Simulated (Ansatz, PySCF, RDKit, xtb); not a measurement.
Pair of molecules: ethylamine (SMILES CCN) (first 10 atoms) with NH3 (SMILES N); geometry from B3LYP-D3(BJ)/def2-TZVP, rigid monomers moved along the line of their centres of mass till N3···H14 is 3.05 Å.
(charge 0, multiplicity 1):
```tsv
atom	x (Å)	y (Å)	z (Å)
C	1.3411	0.2681	0.3568
C	-0.1120	0.6768	0.1757
N	-1.0094	-0.3729	0.6788
H	2.0087	1.0483	-0.0130
H	1.5587	0.0941	1.4108
H	1.5605	-0.6468	-0.2013
H	-0.2981	0.9239	-0.8788
H	-0.3093	1.5816	0.7555
H	-1.9799	-0.1173	0.5373
H	-0.8553	-1.2390	0.1737
N	-0.0067	-0.2780	4.5730
H	0.2651	-1.1701	4.9708
H	-0.6962	0.1265	5.1965
H	-0.4647	-0.4663	3.6806
```

Counterpoise-corrected where a basis set is named; no monomer relaxation. Rows marked so take none. RDKit's UFF carries no charges.

Correlated levels freeze the cores. Rows in 6-31G*, STO-3G carry no dispersion term and start afresh at each structure (6-31G* with six Cartesian d functions).

The values were computed with Ansatz (Gaussian basis) for Hartree–Fock, density functionals and correlated methods; PySCF for 6-31G* rows, STO-3G rows, the dispersion terms; RDKit for the force fields; xtb for the GFN methods. Values without a source in brackets are computed.

| level | interaction energy (kJ/mol) |
|---|---|
| UFF | -2.7 |
| GFN-FF | -10.4 |
| HF/STO-3G (no counterpoise) | -4.3 |
| HF/6-31G* | -6.5 |
| BP86/6-31G* (no counterpoise) | -10.0 |
| B3LYP-D3(BJ)/def2-TZVPPD | -9.1 |
| MP2/aug-cc-pVDZ | -8.9 |
| CCSD/aug-cc-pVDZ | … |
| CCSD(T)/aug-cc-pVDZ | -8.9 |

Problem. Some entries are withheld; supply them.

Solution. 
- CCSD/aug-cc-pVDZ, interaction energy (kJ/mol): -8.4

Ansatz is a quantum-chemistry and plane-wave program.
